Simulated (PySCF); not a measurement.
C5H12N2O.
SMILES: `CC(=O)C(CN)CN`

The closed-shell SCF was solved with PySCF and density fitting under several settings on one GFN2-xTB geometry (grid level 2 and gas phase unless stated).

```
                                                            settings  basis functions  SCF cycles     E (Eh)  HOMO (eV)  LUMO (eV)  dipole (D)
                                                       PBE0/pcSseg-1              196          14  -381.9848      -6.23      -0.40        2.78
                                                      PBE0/def2-SVPD              259          14  -381.7809      -6.37      -0.54        2.81
                                          PW91/IGLO-II, grid level 4              248          16  -382.4274      -4.84      -1.54        2.71
             WP04/def2-SVPD, grid level 4, energy threshold 1e-11 Eh              259          13  -391.2205      -7.50      -2.79        2.81
PBE0/MINI, IEF-PCM cyclohexane, start guess vsap, level shift 0.1 Eh               52          10  -379.0381      -6.79      -1.55        3.11
                       PW91/pcSseg-1, grid level 3, start guess vsap              196          17  -382.2823      -4.84      -1.56        2.69
                             BP86/cc-pVDZ, energy threshold 1e-06 Eh              172           9  -382.4783      -4.61      -1.29        2.55
```

Task: Estimate the row for these settings: mPW1PW91/pcSseg-1, energy threshold 1e-08 Eh, damping 0.2 at the start, DIIS from the seventh cycle.

Result: 
```tsv
settings	basis functions	SCF cycles	E (Eh)	HOMO (eV)	LUMO (eV)	dipole (D)
mPW1PW91/pcSseg-1, energy threshold 1e-08 Eh, damping 0.2 at the start, DIIS from the seventh cycle	196	19	-382.3382	-6.27	-0.42	2.78
```

Task: Over all rows, what range does the HOMO–LUMO gap span?

Result: From 3.28 eV (PW91/pcSseg-1, grid level 3, start guess vsap) to 5.85 eV (mPW1PW91/pcSseg-1, energy threshold 1e-08 Eh, damping 0.2 at the start, DIIS from the seventh cycle). The functional of the narrowest has no exact exchange, that of the widest 25 % exact exchange.

Task: And the dipole moment?

Result: From 2.55 D (BP86/cc-pVDZ, energy threshold 1e-06 Eh) to 3.11 D (PBE0/MINI, IEF-PCM cyclohexane, start guess vsap, level shift 0.1 Eh); the largest is 1.22 times the smallest, and the median is 2.78 D.

Task: Compare two rows with the functional PBE0: PBE0/pcSseg-1 and PBE0/def2-SVPD. Which energy is lower, and by how much?

Result: PBE0/pcSseg-1 (196 functions) lies 0.2039 Eh or 128 kcal/mol below PBE0/def2-SVPD (259 functions). The smaller set gives the lower energy; the two sets aren't nested, so the variational bound doesn't order them by size.

Cycle counts include a coarse-grid stage where the run had one. WP04 was designed for NMR shieldings or shifts; total energies of different functionals aren't comparable. The species at its GFN2-xTB geometry (one conformer only).
